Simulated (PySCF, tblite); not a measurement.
Isomers of C5H8ClF3Si, one GFN2-xTB conformer each. Single-point energies are computed at PBE0/pcSseg-1 (PySCF, gas phase, no added dispersion term), electronic only.

Question: Rank them by PBE0/pcSseg-1 energy, lowest first (kcal/mol).
A. `[CH2:1]=[CH:2][SiH2:3][C@:4]([CH3:5])([Cl:6])[C:7]([F:8])([F:9])[F:10]` with C1–C2–Si3–C4 -146°, C2–Si3–C4–C5 58°
B. `[F:1][C:2]([F:3])([F:4])[CH2:5][SiH2:6][CH2:7]/[CH:8]=[CH:9]/[Cl:10]` with C2–C5–Si6–C7 -71°, C5–Si6–C7–C8 -57°, Si6–C7–C8–C9 104°
C. `[CH3:1]/[C:2]([SiH3:3])=[C:4](/[Cl:5])[CH2:6][C:7]([F:8])([F:9])[F:10]` with C2–C4–C6–C7 -89°

Answer: B (0.0), C (8.2), A (9.5).

Neighbours under 2.5 kcal/mol apart (C/C([SiH3])=C(/Cl)CC(F)(F)F and C=C[SiH2][C@](C)(Cl)C(F)(F)F) can change places with a better method, another conformer or zero-point energy. GFN2-xTB itself gives, in the same order: 6.1, 0.0, 14.7. GFN2-xTB puts C/C([SiH3])=C(/Cl)CC(F)(F)F lowest instead; measured from each level's own lowest isomer, the values differ by up to 8.2 kcal/mol (C/C([SiH3])=C(/Cl)CC(F)(F)F: 0.0 against 8.2).

Which frontier levels, dipoles and rotational constants go with these structures?

```json
{"SMILES": "FC(F)(F)C[SiH2]C/C=C/Cl", "HOMO (eV, PBE0/pcSseg-1)": "-7.15", "LUMO (eV)": "-0.32", "dipole (D)": "2.49", "A, B, C (MHz)": "1340, 511.3, 416.9"}
{"SMILES": "C/C([SiH3])=C(/Cl)CC(F)(F)F", "HOMO (eV, PBE0/pcSseg-1)": "-7.45", "LUMO (eV)": "-0.72", "dipole (D)": "2.48", "A, B, C (MHz)": "1539, 617.8, 502.9"}
{"SMILES": "C=C[SiH2][C@](C)(Cl)C(F)(F)F", "HOMO (eV, PBE0/pcSseg-1)": "-8.31", "LUMO (eV)": "-0.78", "dipole (D)": "3.20", "A, B, C (MHz)": "1532, 670.3, 594.4"}
```

What happens when harmonic zero-point energies from GFN2-xTB frequencies are added?

```json
{"SMILES": "FC(F)(F)C[SiH2]C/C=C/Cl", "ZPE (kcal/mol)": "73.6", "electronic (kcal/mol)": "0.0", "with ZPE (kcal/mol)": "0.0"}
{"SMILES": "C/C([SiH3])=C(/Cl)CC(F)(F)F", "ZPE (kcal/mol)": "72.2", "electronic (kcal/mol)": "8.2", "with ZPE (kcal/mol)": "6.9"}
{"SMILES": "C=C[SiH2][C@](C)(Cl)C(F)(F)F", "ZPE (kcal/mol)": "73.1", "electronic (kcal/mol)": "9.5", "with ZPE (kcal/mol)": "9.0"}
```

The zero-point energies span 1.4 kcal/mol. The order is unchanged.
